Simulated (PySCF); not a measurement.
Computed IR spectrum (relative IR intensity) of a molecule C2H5FN2Si. Coordinates come from a PBE-D3(BJ)/def2-SVP optimisation. One conformer was computed; it need not be the lowest. All values below come from PBE-D3(BJ)/def2-SVP run with PySCF. Frequencies are harmonic and unscaled.

Lines under 2 % of the strongest are left out, and lines within 2 cm⁻¹ are merged.

```
ν (cm⁻¹)  relative intensity
--------  ------------------
76                       3.2
93                       3.3
177                       30
284                       35
317                       32
369                       28
542                      3.3
577                      7.0
674                       17
736                       24
775                       22
854                       14
875                       13
903                       95
964                       27
1073                      78
1150                     4.1
1235                     9.0
1289                      13
1485                      26
1556                     7.0
2133                     100
2963                      20
3040                      19
3510                      23
3611                      24
```

**Question.** Identify the compound among the candidates.
A. N#C[C@H](F)[SiH2]N
B. N#CC[Si@@H](N)F
C. C#C[Si](N)(N)F
D. N[Si@@H]1C=N[C@@H]1F

**Answer.** D, N[Si@@H]1C=N[C@@H]1F
